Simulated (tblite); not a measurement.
Compound: C8H11AsO.
Numbering: `[cH:1]1[cH:2][o:3][c:4]([C@@H:5]2[CH2:6][CH2:7][AsH:8][CH2:9]2)[cH:10]1` (hydrogens: H11 on C1; H12 on C2; H13 on C5; H14, H15 on C6; H16, H17 on C7; H18 on As8; H19, H20 on C9; H21 on C10)

Computed with GFN2-xTB (tblite), gas phase: L-BFGS steps from a force-field or distance-geometry start until the largest atomic force falls under 0.01 eV/Å.

Geometry at step 13:
```
atom  x, y, z in Å
C1      3.2084   -0.1972   -0.8629
C2      2.9304    0.9940   -0.2687
O3      1.6376    1.0484    0.1040
C4      1.0648   -0.1192   -0.2573
C5     -0.3767   -0.3555    0.0357
C6     -1.2912    0.7089   -0.5844
C7     -2.7245    0.4561   -0.1238
As8    -2.6267   -0.2956    1.7236
C9     -0.6586   -0.3792    1.5390
C10     1.9907   -0.9228   -0.8538
H11     4.1487   -0.5248   -1.2576
H12     3.5314    1.8552   -0.0548
H13    -0.6369   -1.3311   -0.3919
H14    -1.2222    0.6749   -1.6746
H15    -0.9607    1.6967   -0.2496
H16    -3.2273   -0.2612   -0.7760
H17    -3.3141    1.3786   -0.1420
H18    -2.8383   -1.7267    1.2894
H19    -0.2163    0.4971    2.0290
H20    -0.2446   -1.2737    2.0142
H21     1.8170   -1.9060   -1.2378
```

**Question.** What forces act on the atoms?

**Answer.** 
```
atom  Fx (eV/Å)  Fy (eV/Å)  Fz (eV/Å)
  C1     -0.062      0.044      0.036
  C2     -0.053     -0.066      0.004
  O3      0.029      0.048     -0.010
  C4      0.004      0.014     -0.017
  C5     -0.026     -0.035     -0.007
  C6      0.019      0.034     -0.018
  C7     -0.019     -0.029      0.026
 As8     -0.091      0.094      0.150
  C9     -0.013      0.012      0.057
 C10      0.025      0.010     -0.014
 H11     -0.011      0.028      0.013
 H12      0.022     -0.012     -0.009
 H13     -0.040      0.000      0.010
 H14      0.039      0.062      0.015
 H15      0.023     -0.064     -0.002
 H16      0.020     -0.002     -0.011
 H17      0.078     -0.050      0.001
 H18      0.026     -0.055     -0.054
 H19     -0.018     -0.067     -0.110
 H20      0.006      0.085     -0.027
 H21      0.042     -0.052     -0.033
```

The largest, 0.20 eV/Å, acts on As8; the rms over all components is 0.045 eV/Å. The forces sum to zero within rounding, as they must for an isolated molecule in no field.

**Question.** Give the force on As8 in Eh/bohr and in nN.

**Answer.** 0.199 eV/Å ÷ 51.422 = 0.00387 Eh/bohr, and 0.199 eV/Å × 1.602 = 0.32 nN.

**Question.** How far is this geometry from the end of the optimisation?

**Answer.** 0.010 eV above it, and 0.030 Å rms away after alignment. The bonds farthest from their final lengths, with half the difference of the two atoms' forces along the bond (positive lengthens):

| bond | now (Å) | final (Å) | force along bond (eV/Å) |
| --- | --- | --- | --- |
| As8–H18 | 1.510 | 1.516 | +0.09 |
| C7–As8 | 1.997 | 2.000 | +0.03 |
| C9–H19 | 1.097 | 1.094 | -0.07 |
| C9–H20 | 1.094 | 1.092 | -0.04 |
| C7–H17 | 1.095 | 1.093 | -0.03 |
| C5–C6 | 1.534 | 1.532 | +0.01 |

The angle farthest from its final value is C5–C9–H19, 110.6° against 109.4°.

The cost below is that of the whole relaxation. On one thread, Arm Neoverse V2 (aarch64), shared host with 96 logical CPUs at a one-minute load of 38, this took 0.22 s wall.
